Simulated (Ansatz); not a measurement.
Wavefunction ladder for `O[CH2][InH][I]`

```xyz
8

O    -0.163    1.157    1.201
C     0.407    0.934   -0.058
In   -0.293   -0.926   -0.943
I    -0.847   -2.430    1.245
H    -0.155    0.335    1.708
H     1.504    0.893   -0.024
H     0.127    1.768   -0.705
H    -0.581   -1.731   -2.423
```

Total charge 0; spin multiplicity 1. Correlated methods include outer-core shells of I, In, which these sets cover unevenly. In, I: def2 effective core potential. The structure was optimised at the PBE0-D4/def2-TZVP level. It is one conformer, not always the lowest. Frozen core, restricted reference, Ansatz.

```json
{"basis": "def2-SVP", "HF (Eh)": "-600.84671", "MP2 corr.": "-0.53404", "CCSD corr.": "-0.56977", "(T)": "-0.01544", "CCSD(T) total": "-601.43192"}
{"basis": "def2-TZVPP", "HF (Eh)": "-601.00356", "MP2 corr.": "-1.20049", "CCSD corr.": "-1.18141", "(T)": "-0.03568", "CCSD(T) total": "-602.22065"}
{"basis": "def2-QZVPP", "HF (Eh)": "-601.01141", "MP2 corr.": "-1.59186", "CCSD corr.": "–", "(T)": "–", "CCSD(T) total": "–"}
```
